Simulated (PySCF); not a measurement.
Working with the constants of CaTl⁺

RHF-CCSD(T) constants of CaTl⁺, ¹Σ⁺ (singlet), closed shell (Ca def2-SVPD, Tl def2-SVPD with ECP60; scalar-relativistic core potentials (PySCF 2.14); masses 39.9626 and 204.9744 u):

| Item | Value |
| --- | --- |
| ωe | 94.9 cm⁻¹ |
| ωexe | 0.251 cm⁻¹ |
| Be | 0.036071 cm⁻¹ |
| αe | 0.000149 cm⁻¹ |

(1) What force constant and bond length do these constants imply?

(2) Estimate the centrifugal constant D from the Kratzer relation and find the Dunham coefficient a1.

Correlated steps freeze 9 core orbitals. Spin–orbit coupling is left out.

Results:

(1) Reduced mass μred = 33.443 u; k = 5.8918×10⁻⁷·μred·ωe² (u, cm⁻¹, mdyn/Å) = 0.177 mdyn/Å; Re = √(16.8576/(μred·Be)) (u, cm⁻¹, Å) = 3.738 Å.

(2) D = 4Be³/ωe² = 2.08e-08 cm⁻¹; a1 = −1 − αeωe/(6Be²) = -2.81.
